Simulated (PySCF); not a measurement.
## How the method changes the constants of SnO

State: ¹Σ⁺ (singlet), closed shell. Set-up: basis Sn aug-cc-pVDZ-PP with ECP28, O aug-cc-pVDZ; scalar-relativistic core potentials; PySCF 2.14. De refers to Sn + O in their high-spin ground configurations, without counterpoise correction. A positive dipole means Sn(−)O(+).

| Level | Re (Å) | ωe (cm⁻¹) | De (eV) | μ (D) |
| --- | --- | --- | --- | --- |
| RHF | 1.807 | 942 | 1.58 | -5.24 |
| RHF-MP2 | 1.881 | 771 | 6.00 | n/a |
| RHF-SCS-MP2 | 1.875 | 784 | 5.68 | n/a |
| RHF-CCSD | 1.849 | 845 | 4.84 | n/a |
| RHF-CCSD(T) | 1.871 | 784 | 5.30 | n/a |
| PBE | 1.873 | 782 | 6.03 | -4.16 |
| revPBE | 1.878 | 774 | 5.70 | -4.17 |
| BP86 | 1.872 | 782 | 6.03 | -4.12 |
| r²SCAN | 1.851 | 826 | 5.51 | -4.19 |
| PBE0 | 1.841 | 846 | 5.18 | -4.46 |
| B97-3 | 1.847 | 838 | 5.33 | -4.58 |
| LC-ωPBE | 1.821 | 894 | 5.12 | -4.61 |

The bond length runs from 1.807 Å (RHF) to 1.881 Å (RHF-MP2). De spans 1.58 eV (RHF, mean field) to 6.03 eV (BP86, GGA). Correlation at CCSD(T) changes the Hartree–Fock bond energy by +3.72 eV; the triples alone change it by +0.46 eV.

Correlated steps freeze 5 core orbitals. Correlated levels converge slowly with the basis: in double zeta they bind strong bonds too weakly, by up to about 1 eV, and carry superposition errors of some tenths. These are scalar-relativistic numbers at best; spin–orbit coupling would shift them, the dissociation energy most. Where the molecule has an RHF reference, its open-shell atoms are computed with UHF. The CCSD T1 diagnostic is raised, a sign that a single reference may not be enough here.

The whole job (state search and all levels along the bond) took about 2 min on 1 thread of Oxide Virtual Turin-like (shared host), peak memory 0.71 GiB.
